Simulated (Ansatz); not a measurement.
```yaml
atoms:
  - { symbol: Si, position_ang: [0.0000, 0.0000, 0.0000] }
  - { symbol: H, position_ang: [0.8561, 0.8561, 0.8561] }
  - { symbol: H, position_ang: [-0.8561, -0.8561, 0.8561] }
  - { symbol: H, position_ang: [-2.5684, 2.5684, -2.5684] }
  - { symbol: H, position_ang: [0.8561, -0.8561, -0.8561] }
```

Basis set: pcseg-2 (spherical functions). Charge 0, multiplicity 1.

Computed with Ansatz (development build ahead of 0.2.0); each method stands on the lowest determinant of its kind that the runs found. Restricted functionals stand beside restricted open-shell atoms, which can lie above the unrestricted atoms usual in DFT and then raise those values.

Q: Give the atomization energy at this shape (free ground-state atoms in the same class of orbitals less the molecule, no zero-point energy) of singlet SiH4 in separate pieces by PBE0 (unrestricted), PBE (unrestricted), PBE (restricted).

A:

```csv
method,atomization energy
PBE0 (unrestricted),934.2 kJ/mol
PBE (unrestricted),929.2 kJ/mol
PBE (restricted),821.7 kJ/mol
```

Caution: charge can spread falsely over distant fragments; the shape is not the minimum. Caution for PBE0 (unrestricted), PBE (unrestricted): the unrestricted determinant is a mixture of spin states. Caution for PBE (restricted): an unrestricted determinant lies well below.
